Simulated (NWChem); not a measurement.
System: CH5FO2Si; SMILES F[SiH](OC)O

```xyz
10

Si     0.0359    -0.4925     0.3723
O      0.9317    -1.7178    -0.2494
F     -1.4926    -0.5493    -0.1372
O      0.6768     0.9272    -0.1505
C      0.0164     2.1867    -0.0653
H      0.0228    -0.6551     1.8351
H      1.2538    -1.5926    -1.1536
H     -0.0842     2.5101     0.9790
H      0.6245     2.9216    -0.5996
H     -0.9788     2.1467    -0.5233
```
Atoms are numbered in this order, from 1.

All runs: NWChem. Pople sets run with spherical d functions. Coordinates come from a B3LYP/6-31G* (spherical d) optimisation. Vzz is the largest principal value of the second derivative of the potential at the nucleus (NWChem prints the opposite sign); η is the asymmetry. Non-relativistic.

| level | Vzz O2 (a.u.) | η O2 | Vzz O4 (a.u.) | η O4 |
|---|---|---|---|---|
| PBE0/def2-SVP | 1.408 | 0.55 | 1.605 | 0.42 |
| PBE0/6-31G* | (withheld) | 0.57 | (withheld) | 0.42 |
| Hartree-Fock/cc-pVTZ | 1.445 | 0.52 | 1.655 | 0.40 |
| Hartree-Fock/def2-TZVP | 1.452 | 0.52 | 1.653 | 0.40 |

### Question
Fill in the missing entries.

### Answer

- PBE0/6-31G*, Vzz O2 (a.u.): 1.346
- PBE0/6-31G*, Vzz O4 (a.u.): 1.561
